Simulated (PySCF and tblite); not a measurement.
The numbers below are computed, except where a source is named.
C₆H₆O₂, numbered as in [CH3:1][C:2](=[O:3])[c:4]1[cH:5][cH:6][cH:7][o:8]1.

Geometries GFN2-xTB; weights from B3LYP-D3(BJ)/pcSseg-1 (IEF-PCM, chloroform) energies and GFN2-xTB thermal corrections, with symmetry numbers and mirror pairs. Conformers within 2.5 kcal/mol (GFN2-xTB free energy) were kept, 6 at most. Run with PySCF (density fitting) and tblite.

Torsions listed: O3–C2–C4–O8.

```
conformer  shape  symmetry
        1     0°        Cs
        2   180°        Cs
```

Q: Which of these conformers is the most populated at 298.15 K, and with what share?

A: Conformer 2, about 89 %.

Q: Give the DFT energies and free energies relative to the lowest, and all weights.

A: 
```tsv
conformer	shape	E(DFT) kcal/mol	G(298.15 K) kcal/mol	weight %
1	0°	1.02	1.22	11.4
2	180°	0.00	0.00	88.6
```

Q: How does its share change from 250 K to 350 K?

A: From 92 % to 85 %; the mixing entropy goes from 0.56 to 0.83 cal/(mol K).


Conformer gaps in pcSseg-1 on xTB geometries can be 2 kcal/mol off for S=O, P=O and other polar bonds.